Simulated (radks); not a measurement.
Trend from K2+ to Ga2+: ionisation energy by Delta-SCF between NIST ground configurations, and size. Method: scalar-relativistic Kohn-Sham, SCAN, spin-polarised, spherical densities, finite nucleus; open shells are filled with parallel spins first; meta-GGA in the generalised Kohn-Sham scheme; Fermi nuclear charge, rms radius of each element as measured or else 0.836 A^(1/3) + 0.57 fm; computed with a radial shooting solver on a logarithmic mesh with Libxc functionals.

K2+: configuration [Ne] 3s2 3p5; configuration of the ion [Ne] 3s2 3p4; IE (eV) 45.958; NIST (eV) 45.803; kind semi-emp.; -e(HOMO) (eV) 38.905 (3p); outermost 3p; <r> outermost (bohr) 1.36; r at 0.001 e/bohr^3 (bohr) 3.07
Ca2+: configuration [Ar]; configuration of the ion [Ne] 3s2 3p5; IE (eV) 51.509; NIST (eV) 50.913; kind exp.; -e(HOMO) (eV) 43.784 (3p); outermost 3p; <r> outermost (bohr) 1.26; r at 0.001 e/bohr^3 (bohr) 2.97
Sc2+: configuration [Ar] 3d1; configuration of the ion [Ar]; IE (eV) 24.430; NIST (eV) 24.757; kind exp.; -e(HOMO) (eV) 17.852 (3d); outermost 3d; <r> outermost (bohr) 1.56; r at 0.001 e/bohr^3 (bohr) 3.09
Ti2+: configuration [Ar] 3d2; configuration of the ion [Ar] 3d1; IE (eV) 27.243; NIST (eV) 27.492; kind exp.; -e(HOMO) (eV) 20.178 (3d); outermost 3d; <r> outermost (bohr) 1.42; r at 0.001 e/bohr^3 (bohr) 3.13
V2+: configuration [Ar] 3d3; configuration of the ion [Ar] 3d2; IE (eV) 29.774; NIST (eV) 29.311; kind exp.; -e(HOMO) (eV) 22.301 (3d); outermost 3d; <r> outermost (bohr) 1.30; r at 0.001 e/bohr^3 (bohr) 3.11
Cr2+: configuration [Ar] 3d4; configuration of the ion [Ar] 3d3; IE (eV) 32.149; NIST (eV) 30.96; kind exp.; -e(HOMO) (eV) 24.284 (3d); outermost 3d; <r> outermost (bohr) 1.20; r at 0.001 e/bohr^3 (bohr) 3.07
Mn2+: configuration [Ar] 3d5; configuration of the ion [Ar] 3d4; IE (eV) 34.453; NIST (eV) 33.67; kind exp.; -e(HOMO) (eV) 26.164 (3d); outermost 3d; <r> outermost (bohr) 1.12; r at 0.001 e/bohr^3 (bohr) 3.02
Fe2+: configuration [Ar] 3d6; configuration of the ion [Ar] 3d5; IE (eV) 29.935; NIST (eV) 30.65; kind exp.; -e(HOMO) (eV) 22.269 (3d); outermost 3d; <r> outermost (bohr) 1.12; r at 0.001 e/bohr^3 (bohr) 3.02
Co2+: configuration [Ar] 3d7; configuration of the ion [Ar] 3d6; IE (eV) 32.821; NIST (eV) 33.5; kind semi-emp.; -e(HOMO) (eV) 24.661 (3d); outermost 3d; <r> outermost (bohr) 1.05; r at 0.001 e/bohr^3 (bohr) 2.99
Ni2+: configuration [Ar] 3d8; configuration of the ion [Ar] 3d7; IE (eV) 35.469; NIST (eV) 35.19; kind exp.; -e(HOMO) (eV) 26.891 (3d); outermost 3d; <r> outermost (bohr) 0.982; r at 0.001 e/bohr^3 (bohr) 2.95
Cu2+: configuration [Ar] 3d9; configuration of the ion [Ar] 3d8; IE (eV) 37.965; NIST (eV) 36.84; kind exp.; -e(HOMO) (eV) 29.010 (3d); outermost 3d; <r> outermost (bohr) 0.925; r at 0.001 e/bohr^3 (bohr) 2.91
Zn2+: configuration [Ar] 3d10; configuration of the ion [Ar] 3d9; IE (eV) 40.368; NIST (eV) 39.723; kind exp.; -e(HOMO) (eV) 31.046 (3d); outermost 3d; <r> outermost (bohr) 0.876; r at 0.001 e/bohr^3 (bohr) 2.86
Ga2+: configuration [Ar] 3d10 4s1; configuration of the ion [Ar] 3d10; IE (eV) 31.511; NIST (eV) 30.726; kind exp.; -e(HOMO) (eV) 27.199 (4s); outermost 4s; <r> outermost (bohr) 2.05; r at 0.001 e/bohr^3 (bohr) 3.28

Reference values: NIST Atomic Spectra Database (exp. = measured, semi-emp. = semi-empirical, theory = theoretical value adopted there). Open shells are spherical and high-spin; term and fine-structure splittings are not resolved.
